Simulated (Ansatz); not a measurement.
`NC1(F)N[SiH2]1` + H₂O → `OC1(F)N[SiH2]1` + NH₃ at 700 K and 1 bar (formal hydrolysis of a C–N bond).

Isolated molecules relaxed with PBE0-D4/def2-TZVP in Ansatz; ΔE leaves out vibrations. CCSD(T)/CBS is the MP2 limit (def2-TZVPP, def2-QZVPP) plus CCSD(T) − MP2 in def2-TZVPP, frozen cores. This one scheme is used for every species. One conformer a species, not always the lowest.

```json
{"species": "`NC1(F)N[SiH2]1`", "CCSD(T)/CBS energy (Eh)": "-539.29380", "H − E (kJ/mol)": "252.3", "S (J/(mol·K))": "427.8"}
{"species": "H₂O", "CCSD(T)/CBS energy (Eh)": "-76.37941", "H − E (kJ/mol)": "80.5", "S (J/(mol·K))": "218.4"}
{"species": "`OC1(F)N[SiH2]1`", "CCSD(T)/CBS energy (Eh)": "-559.15892", "H − E (kJ/mol)": "214.9", "S (J/(mol·K))": "421.9"}
{"species": "NH₃", "CCSD(T)/CBS energy (Eh)": "-56.50880", "H − E (kJ/mol)": "116.9", "S (J/(mol·K))": "226.5"}
```

H − E and S are ideal-gas, rigid-rotor, harmonic terms from PBE0-D4/def2-TZVP, for one conformer and one mirror image of each species. 1 Eh = 2625.50 kJ/mol, R = 8.31446 J/(mol·K).

Q: By hand: ΔE, ΔH, ΔS and ΔG.

A: ΔE = (-559.15892) + (-56.50880) − (-539.29380) − (-76.37941) = 0.00549 Eh = 14.4 kJ/mol. Δ(H − E) = 214.9 + 116.9 − 252.3 − 80.5 = -1.0, so ΔH = 13.4 kJ/mol. ΔS = 421.9 + 226.5 − 427.8 − 218.4 = 2.2 J/(mol·K). ΔG = 13.4 − 700 × (2.2)/1000 = 11.9 kJ/mol.

Q: By hand: the equilibrium constant, and the temperature at which ΔG would vanish if ΔH and ΔS stayed fixed.

A: log₁₀ K = −ΔG/(RT ln 10) = -0.9. ΔG = 0 at ΔH/ΔS = 6091 K, far beyond where these terms or the molecules hold.

The number of gas molecules stays the same, so ΔS is small and ΔH decides. A doubt of 5 kJ/mol in ΔE shifts log₁₀ K by 0.4 here. Other conformers and mirror images would add mixing entropy, several J/(mol·K) or more a flexible species. These are equilibria of isolated gas molecules and say nothing of rates. Largest T1 diagnostic: 0.013 (customary marks: 0.02 for closed shells, 0.045 for open ones).
